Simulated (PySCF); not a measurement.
Compound: C₂H₈SSeSi.
Structure used (PBE0-D3(BJ)/def2-SVP), in Å, numbered top down from 1:
```xyz
13
C2H8SSeSi angstrom
C     -2.2561    0.0365    0.3842
S     -1.8259   -0.6881   -1.2314
Si     0.2593   -0.2459   -1.3118
Se     1.3218   -1.2077    0.4649
C      2.5892    0.2344    0.8475
H     -1.5648   -0.3132    1.1638
H     -3.2729   -0.3030    0.6217
H     -2.2470    1.1348    0.3397
H      0.6984   -0.7769   -2.6341
H      0.5557    1.2200   -1.2272
H      3.0483   -0.0074    1.8151
H      3.3702    0.2847    0.0788
H      2.0684    1.1974    0.9247
```

The calculation used PySCF 2.14.0, PBE0-D3(BJ)/def2-SVP geometry optimisation, gas phase.

Masses are those of the commonest isotopes; rigid-rotor values at the optimised geometry. The values belong to one conformer with, in the numbering `[CH3:1][S:2][SiH2:3][Se:4][CH3:5]`, C1–S2–Si3–Se4 59°, S2–Si3–Se4–C5 -142°.

Question: What are A, B and C (MHz)?

Answer: Ia = 131.40, Ib = 523.03, Ic = 553.10 u·Å²; 505379 MHz·u·Å²/I gives A = 3846, B = 966.3, C = 913.7 MHz.

Question: What kind of rotor is it?

Answer: A near-prolate asymmetric top; Ray's κ = -0.964.

Question: What does the inertial defect say?

Answer: Not planar: Δ = Ic − Ia − Ib = -101.33 u·Å². For a rigid frame Δ = −2 Σ m c², so Σ m c² = 50.67 u·Å² lies off the ab plane: 13.91 from hydrogen and 36.76 from heavier atoms. The atom farthest from that plane is 2.11 Å away.

Question: Give the other two planar moments, Paa and Pbb, and the rms extents of the mass along the axes.

Answer: Paa = Σ m a² = (Ib + Ic − Ia)/2 = 472.36 and Pbb = Σ m b² = (Ia + Ic − Ib)/2 = 80.73 u·Å². With the mass M = 171.93 u, the rms extents √(P/M) along a, b and c are 1.66, 0.69, 0.54 Å.

Question: Where do the levels up to J = 2 lie, in cm⁻¹?

Answer: Above 0(0,0):
J = 1: 1(0,1) 0.0627, 1(1,1) 0.1588, 1(1,0) 0.1605
J = 2: 2(0,2) 0.1881, 2(1,2) 0.2824, 2(1,1) 0.2877, 2(2,1) 0.5759, 2(2,0) 0.5759
Those of J = 1 are B + C, A + C and A + B.

Question: Which types of transition are allowed, and where do some lines up to J = 5 fall?

Answer: The dipole components are |μa| = 1.01 D, |μb| = 0.48 D, |μc| = 2.03 D. Intensities carry the squares of the components, which stand as 0.25 : 0.06 : 1.00 (a : b : c). Some of the stronger lines:

```csv
type,branch,"J(Ka,Kc)",MHz,lower level (cm⁻¹)
a,Q,"5(1,4) ← 5(1,5)",788,1.024
a,R,"1(0,1) ← 0(0,0)",1880,0.000
c,Q,"5(1,5) ← 5(0,5)",2532,0.940
a,R,"2(1,2) ← 1(1,1)",3707,0.159
a,R,"2(1,1) ← 1(1,0)",3812,0.161
c,R,"1(1,0) ← 0(0,0)",4812,0.000
a,R,"3(0,3) ← 2(0,2)",5637,0.188
a,R,"3(1,2) ← 2(1,1)",5718,0.288
a,R,"4(0,4) ← 3(0,3)",7513,0.376
a,R,"4(2,3) ← 3(2,2)",7519,0.764
a,R,"4(3,1) ← 3(3,0)",7521,1.249
a,R,"4(2,2) ← 3(2,1)",7526,0.764
c,Q,"5(2,4) ← 5(1,4)",8327,1.051
c,Q,"3(2,2) ← 3(1,2)",8561,0.478
c,R,"3(1,2) ← 2(0,2)",8704,0.188
a,R,"5(1,5) ← 4(1,4)",9266,0.715
a,R,"5(0,5) ← 4(0,4)",9386,0.627
a,R,"5(4,2) ← 4(4,1)",9401,2.178
c,R,"2(2,1) ← 1(1,1)",12505,0.159
c,R,"5(1,4) ← 4(0,4)",12706,0.627
c,Q,"5(3,3) ← 5(2,3)",14512,1.329
c,Q,"3(3,1) ← 3(2,1)",14528,0.764
c,R,"4(2,2) ← 3(1,2)",16091,0.478
c,Q,"5(4,2) ← 5(3,2)",20341,1.813
c,R,"4(3,1) ← 3(2,1)",22049,0.764
c,R,"5(3,2) ← 4(2,2)",23925,1.015
c,R,"5(3,3) ← 4(2,3)",23935,1.015
c,R,"5(4,1) ← 4(3,1)",29743,1.500
```

No frequency check. These are rigid-rotor constants of the computed structure; measured ground-state constants (B0) also hold zero-point vibration. A rigid rotor knows nothing of internal rotation, which can split or shift real lines.
